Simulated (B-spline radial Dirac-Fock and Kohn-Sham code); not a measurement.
Binding energies of Fe⁶⁺

System: Fe⁶⁺ in the configuration [Ar] 3d2, inside a Watson sphere of charge -6 and radius 3 Å (a model of the Madelung potential; inside it an electron's potential energy is raised by 28.8 eV); nuclear rms radius 3.7377 fm (A = 56).

Method: Dirac-Fock (average of configuration) total-energy differences with a finite nucleus, the Breit interaction including its frequency dependence, and self-energy and vacuum-polarisation corrections. Computed with a radial atomic solver. Correlation and solid-state effects are left out. Energies are counted from the vacuum level.

All terms are in eV, carry their sign (relaxation lowers the binding energy) and add up to the binding energy; ⟨r⟩ is the mean radius of the orbital in the initial state.

| subshell | −ε (Koopmans) | relaxation | Gaunt | retardation | QED | binding energy | ⟨r⟩ (bohr) |
| --- | --- | --- | --- | --- | --- | --- | --- |
| K | 7266.3 | -34.01 | -8.32 | 0.52 | -3.59 | 7220.9 | 0.058 |
| L1 | 973.8 | -11.23 | -0.53 | 0.01 | -0.36 | 961.7 | 0.265 |
| L2 | 847.6 | -12.81 | -0.98 | 0.10 | 0.05 | 834.0 | 0.233 |
| L3 | 835.0 | -12.62 | -0.67 | 0.11 | 0.02 | 821.8 | 0.235 |
| M1 | 194.6 | -1.66 | -0.06 | 0.00 | -0.06 | 192.8 | 0.772 |
| M2 | 152.9 | -1.65 | -0.12 | 0.01 | 0.01 | 151.2 | 0.793 |
| M3 | 151.1 | -1.61 | -0.07 | 0.02 | 0.00 | 149.4 | 0.799 |
| M4,5 | 94.95 | -1.52 | 0.01 | 0.00 | 0.01 | 93.44 | 0.820 |

For the deepest level, K (1s), the Breit terms make up -0.108 % of the binding energy, QED -0.050 % and orbital relaxation -0.471 %.

Spin-orbit splittings: 2p 12.19 eV, 3p 1.78 eV.
